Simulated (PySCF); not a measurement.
ammonia (H3N), SMILES N. Atoms are numbered in the order given.

```xyz
4

N      0.0000     0.0000     0.1116
H      0.8165     0.4714    -0.2605
H      0.0000    -0.9428    -0.2605
H     -0.8165     0.4714    -0.2605
```

Geometry optimised at B3LYP-D3(BJ)/def2-TZVP.

Level of theory: PBE/pcSseg-2 run with PySCF.

GIAO shieldings, no solvent; atoms alike by connectivity are averaged. δ = σ(ref) − σ: ¹H against TMS (σ = 31.47 ppm), references at their B3LYP-D3(BJ)/def2-TZVP geometries, non-relativistic.

Question: Estimate the chemical shifts. (An estimate is asked for; the answer gives what the named calculation found.)

Answer: 
```csv
nucleus,atoms,count,δ (ppm)
¹H,"H2, H3, H4",3,-0.20
```
